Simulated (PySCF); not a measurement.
Working out the ionisation energy of Kr⁺

Kr⁺ [Ar] 3d10 4s2 4p5 (2P) → Kr²⁺ [Ar] 3d10 4s2 4p4 (3P). Calculation: PySCF 2.14, in def2-TZVP; the non-relativistic Hamiltonian (point nucleus). Frozen: [Ar] 3d10. Energies in hartree (1 hartree = 27.21139 eV):

| part | Kr⁺ (lower) | Kr²⁺ (upper) |
| --- | --- | --- |
| UHF | -2751.521762 | -2750.667490 |
| CCSD correlation | -0.158392 | -0.128258 |
| (T) | -0.004147 | -0.003088 |

Q: What does Hartree-Fock give?

A: (-2750.667490) − (-2751.521762) = 0.854272 hartree = 23.246 eV.

Q: What do CCSD and CCSD(T) give?

A: The CCSD correlation energies differ by 0.030134 hartree = 0.820 eV and the triples by 0.001059 hartree = 0.029 eV, so CCSD gives 24.066 eV and CCSD(T) 24.095 eV.

Reference: 24.360 eV (measured; NIST Atomic Spectra Database, ionization energies), between the lowest levels; spin-orbit coupling is absent from the calculation.

The calculation is non-relativistic.

What remains against the reference includes basis incompleteness, the frozen core and higher excitations.
